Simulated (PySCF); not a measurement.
Compound: C4H12O2Si3.
SMILES with atom numbers: `[O:1]=[C:2]([OH:3])[C@@H:4]([SiH3:5])[Si@H:6]1[CH2:7][C@@H:8]1[SiH3:9]`

Definitions: NICS(0) = −σiso at the ring centroid; NICS(1) = −σiso and NICS(1)zz = −σzz at ±1 Å along the ring normal z. Level: GIAO PBE0/pcSseg-1 (PySCF, non-relativistic, gas phase) on the GFN2-xTB geometry, one conformer.

Ring bond lengths (Å), with Mayer bond orders in brackets: Si6–C7 1.876 (0.95), C7–C8 1.549 (0.86), C8–Si6 1.886 (0.94).

Q: Give the NICS values of each ring in ppm.

A: 
| ring | type | NICS(0) | NICS(1), two faces | NICS(1)zz, two faces | rms pucker (Å) | centre to ring atoms, mean (Å) |
| --- | --- | --- | --- | --- | --- | --- |
| Si6–C7–C8 | 3-membered ring with Si; formal bonds all single | -27.6 | -8.3 / -7.4 | -17.3 / -16.6 | 0.00 | 1.02 |

Q: What do they say, and how far can they be read as aromaticity?

A: 
- Si6–C7–C8: mean NICS(1)zz -16.9 ppm, shielded. Si6, C7, C8 have four or more neighbours, so the value isn't read as a sign of a π ring current. NICS(0) lies 20 ppm below the mean NICS(1).

Q: Give the inner angles of the rings and the Hirshfeld charges of the ring atoms.

A: 
- Si6–C7–C8: Si6 48.6° (+0.330 e), C7 66.0° (-0.168 e), C8 65.4° (-0.204 e); sum 180.0° against 180° for a flat convex ring.

Time: 1.7 min; peak memory 1.1 GiB. Hardware: an Arm Neoverse N1 with one thread, on a shared host. This is the whole shielding run at PBE0/pcSseg-1, SCF included.

Conformer computed: `[O:1]=[C:2]([OH:3])[C@@H:4]([SiH3:5])[Si@H:6]1[CH2:7][C@@H:8]1[SiH3:9]`: O1–C2–C4–Si5 -20°, C2–C4–Si6–C7 -134°, H–O3–C2–O1 1°.
